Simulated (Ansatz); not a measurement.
`[CH3][Nb](=[O])([F])[Cl]` + H–F → `[O]=[Nb]([F])([F])[Cl]` + CH₄ at 600 K and 1 bar (ligand exchange at the Nb–C bond).

Gas-phase electronic energies from Ansatz, PBE0-D4/def2-TZVP geometries. CBS: MP2 limit from def2 TZ/QZ plus the TZ coupled-cluster correction, frozen cores. This one scheme is used for every species. Elements past krypton have def2 core potentials. For Nb outer-core shells are correlated without core-valence functions, which leaves a few kJ/mol of doubt a bond.

```tsv
species	CCSD(T)/CBS energy (Eh)	H − E (kJ/mol)	S (J/(mol·K))
`[CH3][Nb](=[O])([F])[Cl]`	-731.70527	168.1	450.5
H–F	-100.39570	42.3	194.0
`[O]=[Nb]([F])([F])[Cl]`	-791.70274	70.6	407.2
CH₄	-40.46206	140.4	215.7
```

H − E and S are ideal-gas, rigid-rotor, harmonic terms from PBE0-D4/def2-TZVP, for one conformer and one mirror image of each species. 1 Eh = 2625.50 kJ/mol, R = 8.31446 J/(mol·K).

Question: By hand: ΔE, ΔH, ΔS and ΔG.

Answer: ΔE = (-791.70274) + (-40.46206) − (-731.70527) − (-100.39570) = -0.06383 Eh = -167.6 kJ/mol. Δ(H − E) = 70.6 + 140.4 − 168.1 − 42.3 = 0.6, so ΔH = -167.0 kJ/mol. ΔS = 407.2 + 215.7 − 450.5 − 194.0 = -21.6 J/(mol·K). ΔG = -167.0 − 600 × (-21.6)/1000 = -154.0 kJ/mol.

Question: By hand: the equilibrium constant, and the temperature at which ΔG would vanish if ΔH and ΔS stayed fixed.

Answer: log₁₀ K = −ΔG/(RT ln 10) = 13.4. ΔG = 0 at ΔH/ΔS = 7731 K, far beyond where these terms or the molecules hold.

ΔH outweighs TΔS. A doubt of 5 kJ/mol in ΔE shifts log₁₀ K by 0.4 here. Other conformers and mirror images would add mixing entropy, several J/(mol·K) or more a flexible species. These are equilibria of isolated gas molecules and say nothing of rates. Largest T1 diagnostic: 0.022 (customary marks: 0.02 for closed shells, 0.045 for open ones).
